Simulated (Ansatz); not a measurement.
Geometry optimisation, UKS PBE0/def2-SVP in Ansatz.

Input:

```yaml
crystal:
  periodic: [false, false, false]
  atoms:
    - { symbol: S, position_ang: [-0.35857, 1.17387, -0.29527] }
    - { symbol: S, position_ang: [-0.36877, -0.72377, 0.53071] }
    - { symbol: Te, position_ang: [-2.56377, -1.51919, 0.53206] }
    - { symbol: H, position_ang: [-1.09159, 0.83649, -1.356] }
magnetization:
  spin_polarized: true
  initial_magnetization: 1
basis:
  gaussian: { orbitals: def2-SVP }
hamiltonian:
  xc: pbe0
relax:
  f_tol: 0.015
  max_steps: 40
```

Launched with:

```bash
$ ansatz run input.yaml --threads 1 --pin off --max-ram 2048MiB --backend cpu --events-out ev --progress --plain --runs-dir out
```

Q: Where does it end, and by what steps?

A: The run converged. After 7 steps the energy has fallen by 0.081 eV; H4 moved furthest, 0.41 Å.

```json
{"step": "0", "energy less start (eV)": "0.0000", "largest force component (eV/Å)": "0.587", "accepted": "yes"}
{"step": "1", "energy less start (eV)": "-0.0341", "largest force component (eV/Å)": "0.230", "accepted": "yes"}
{"step": "2", "energy less start (eV)": "-0.0562", "largest force component (eV/Å)": "0.451", "accepted": "yes"}
{"step": "3", "energy less start (eV)": "-0.0677", "largest force component (eV/Å)": "0.460", "accepted": "yes"}
{"step": "4", "energy less start (eV)": "-0.0777", "largest force component (eV/Å)": "0.244", "accepted": "yes"}
{"step": "5", "energy less start (eV)": "-0.0809", "largest force component (eV/Å)": "0.081", "accepted": "yes"}
{"step": "6", "energy less start (eV)": "-0.0811", "largest force component (eV/Å)": "0.036", "accepted": "yes"}
{"step": "7", "energy less start (eV)": "-0.0812", "largest force component (eV/Å)": "0.014", "accepted": "yes"}
```

```xyz
4
Properties=species:S:1:pos:R:3
S -0.572 1.211 -0.211
S -0.442 -0.800 0.354
Te -2.607 -1.638 0.803
H -0.762 0.995 -1.534
```

Time of the run: 45 s on 1 thread of Arm Neoverse V1, on a shared host, peak memory 0.19 GiB.
